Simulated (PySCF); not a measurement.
**Telling isomers of C$_{6}$H$_{5}$F$_{5}$O$_{2}$ apart by NMR**

No solvent, one averaged value for each set of equivalent atoms, a single conformation, no relativistic terms. NMR shieldings at PBE0/pcSseg-1/GIAO; coordinates at the GFN2-xTB level; PySCF 2.14.0 with density-fitted response routines.

δ = σ(ref) − σ, references computed at the same level: 1H (σref 31.72) and 13C (σref 186.93) against TMS. Splittings of carbon signals by F and P are missing where no couplings were computed. Where no couplings were computed, multiplicities follow the n + 1 count of equivalent neighbours, and m marks all less simple cases (inequivalent or close neighbours, rings, F or P nearby). Shifts are as computed. Against solution values, carbons near 30 ppm lie about +3 ppm off and those near 130 ppm about +5 ppm. Of 1211 compounds with measured shifts, 218 miss one by over three times the rms of a fit or turn the order of signals round; such compounds aren't used in these exercises.

(1) Tabulate the signals of `CO[C@@]1(C(=O)F)C[C@]1(F)C(F)(F)F`, `FC(F)O[C@H]1C=C(C(F)(F)F)CO1` and their relative energies.

(2) What is the quickest way to tell CO[C@@]1(C(=O)F)C[C@]1(F)C(F)(F)F from FC(F)O[C@H]1C=C(C(F)(F)F)CO1?

Results:

(1) 
| SMILES | carbon types | δC | δH | E rel. (kcal/mol) |
| --- | --- | --- | --- | --- |
| CO[C@@]1(C(=O)F)C[C@]1(F)C(F)(F)F | 4×C 1×CH2 1×CH3 | 167.5, 131.3, 89.4, 65.2, 60.0, 29.7 | 4.07 (s, 3H), 2.40 (m, 1H), 2.01 (m, 1H) | 17.1 |
| FC(F)O[C@H]1C=C(C(F)(F)F)CO1 | 2×C 3×CH 1×CH2 | 146.4, 137.8, 130.2, 123.0, 109.5, 78.0 | 6.77 (m, 1H), 6.57 (m, 1H), 6.50 (m, 1H), 5.25 (m, 1H), 5.12 (m, 1H) | 0.0 |

Energies are electronic energies at PBE0/pcSseg-1 on these geometries, without zero-point or thermal terms, each for the one conformer computed, which needn't be the lowest.

(2) Both give the same number of carbon signals, but DEPT or the intensities differ. The first has a three-membered-ring carbon (C) at 65.2 ppm, the second an alkene CH at 137.8 ppm. Their most deshielded carbons lie at 167.5 and 146.4 ppm. In the proton spectra the most deshielded non-exchanging signals are 4.07 (s, 3H) and 6.77 (m, 1H).
